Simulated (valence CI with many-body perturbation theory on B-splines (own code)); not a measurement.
Energy levels of Tb⁵⁸⁺

Computed by relativistic CI+MBPT: five valence electrons over a frozen Dirac-Fock core [He], a basis of 9 s, 9 p, 8 d, 6 f, 3 g, 1 h functions for each j, with the one-electron correlation potential Σ1, the two-electron term Σ2, the three-electron term Σ3, Breit, model QED; selected CI, second order for the rest (own B-spline code, finite nucleus).

The last digits are not significant, and no measured levels were compared; by estimate large intervals hold to a few tenths of a per cent, small ones and those within an open d or f shell to about a per cent. Among the levels kept, up to 1200 cm⁻¹ of a level comes from second order outside the variational space, and about a tenth of that is noise between levels of different J, which matters for small intervals.

Levels 46 to 72 of 72, with energies above the lowest level, (2s^2 2p1/2^2 2p3/2) J=3/2. "Leading %" is the weight of the configuration and term that name the level; weights of strongly mixed levels are sums over their largest components and can fall short. In the jj column 3d3/2^4 stands for four electrons in 3d with j = 3/2. Lifetimes count E1, E2, E3, M1 and M2 decay at the calculated energies, and are blank where another channel may lead or the interval is too uncertain; long ones can be off by a factor of two.

```
No.  Configuration  Term    J  E (eV)  Leading %                      Leading jj  Lifetime    Second component
 46      2s 2p3 3p    2D  3/2  7941.1         20   2s 2p1/2^2 2p3/2 3p1/2 (83 %)   3.01 fs   19 % 2s 2p3 3p 4F
 47     2s2 2p2 3d    2G  7/2  7947.4         52   2s^2 2p1/2 2p3/2 3d3/2 (98 %)    117 fs  25 % 2s2 2p2 3d 2F
 48     2s2 2p2 3d    2D  5/2  7961.5         35   2s^2 2p1/2 2p3/2 3d3/2 (94 %)   1.10 fs  31 % 2s2 2p2 3d 2F
 49     2s2 2p2 3d    2D  3/2  7968.6         41   2s^2 2p1/2 2p3/2 3d3/2 (87 %)   1.35 fs  13 % 2s2 2p2 3d 2P
 50     2s2 2p2 3d    2P  1/2  7977.0         33   2s^2 2p1/2 2p3/2 3d3/2 (91 %)   1.16 fs  31 % 2s2 2p2 3d 4P
 51     2s2 2p2 3d    4D  7/2  7986.7         46   2s^2 2p1/2 2p3/2 3d5/2 (99 %)   41.5 fs  38 % 2s2 2p2 3d 4F
 52     2s2 2p2 3d    2P  3/2  8003.6         38   2s^2 2p1/2 2p3/2 3d5/2 (97 %)   1.43 fs  29 % 2s2 2p2 3d 4P
 53     2s2 2p2 3d    2F  5/2  8005.8         43   2s^2 2p1/2 2p3/2 3d5/2 (97 %)   1.13 fs  22 % 2s2 2p2 3d 4D
 54     2s2 2p2 3d    2G  9/2  8005.8         64  2s^2 2p1/2 2p3/2 3d5/2 (100 %)   14.7 ps  36 % 2s2 2p2 3d 4F
 55     2s2 2p2 3d    2D  5/2  8021.2         61   2s^2 2p1/2 2p3/2 3d5/2 (97 %)    814 as  24 % 2s2 2p2 3d 4P
 56     2s2 2p2 3d    2F  7/2  8028.6         68   2s^2 2p1/2 2p3/2 3d5/2 (98 %)    741 as  13 % 2s2 2p2 3d 2G
 57     2s2 2p2 3d    2D  3/2  8033.1         58   2s^2 2p1/2 2p3/2 3d5/2 (99 %)   1.11 fs  29 % 2s2 2p2 3d 2P
 58     2s2 2p2 3d    2P  1/2  8037.7         59   2s^2 2p1/2 2p3/2 3d5/2 (99 %)   1.03 fs  35 % 2s2 2p2 3d 2S
 59      2s 2p3 3p    4D  7/2  8091.5         48   2s 2p1/2^2 2p3/2 3p3/2 (98 %)    213 fs   28 % 2s 2p3 3p 6P
 60      2s 2p3 3p    4P  3/2  8099.8         31   2s 2p1/2^2 2p3/2 3p3/2 (98 %)   5.14 fs   25 % 2s 2p3 3p 2P
 61      2s 2p3 3p    4P  5/2  8115.3         38   2s 2p1/2^2 2p3/2 3p3/2 (98 %)   5.51 fs   21 % 2s 2p3 3p 2D
 62      2s 2p3 3p    2P  1/2  8119.2         39   2s 2p1/2^2 2p3/2 3p3/2 (99 %)   3.13 fs   26 % 2s 2p3 3p 4P
 63      2s 2p3 3p    2D  5/2  8172.9         31   2s 2p1/2^2 2p3/2 3p3/2 (99 %)   6.90 fs   20 % 2s 2p3 3p 4P
 64      2s 2p3 3d   4D°  5/2  8178.0         30   2s 2p1/2^2 2p3/2 3d3/2 (99 %)   11.8 fs  19 % 2s 2p3 3d 6D°
 65      2s 2p3 3d   4D°  3/2  8182.3         28   2s 2p1/2^2 2p3/2 3d3/2 (99 %)   5.50 fs  25 % 2s 2p3 3d 6D°
 66      2s 2p3 3d   4F°  7/2  8185.1         24   2s 2p1/2^2 2p3/2 3d3/2 (94 %)    252 fs  17 % 2s 2p3 3d 6D°
 67      2s 2p3 3d   4P°  1/2  8185.4         46   2s 2p1/2^2 2p3/2 3d3/2 (99 %)   13.8 fs  28 % 2s 2p3 3d 6D°
 68      2s 2p3 3p    2P  3/2  8187.4         34   2s 2p1/2^2 2p3/2 3p3/2 (99 %)   7.84 fs   14 % 2s 2p3 3p 4D
 69      2s 2p3 3p    4P  1/2  8191.6         40   2s 2p1/2^2 2p3/2 3p3/2 (99 %)   79.7 fs   17 % 2s 2p3 3p 2S
 70      2s 2p3 3d   4F°  9/2  8233.4         50   2s 2p1/2^2 2p3/2 3d5/2 (99 %)   12.8 ps  29 % 2s 2p3 3d 6D°
 71      2s 2p3 3d   2D°  3/2  8245.7         30   2s 2p1/2^2 2p3/2 3d3/2 (64 %)   9.14 fs  17 % 2s 2p3 3d 4F°
 72      2s 2p3 3d   2D°  5/2  8254.4         33   2s 2p1/2^2 2p3/2 3d5/2 (88 %)   1.97 fs  16 % 2s 2p3 3d 4D°
```
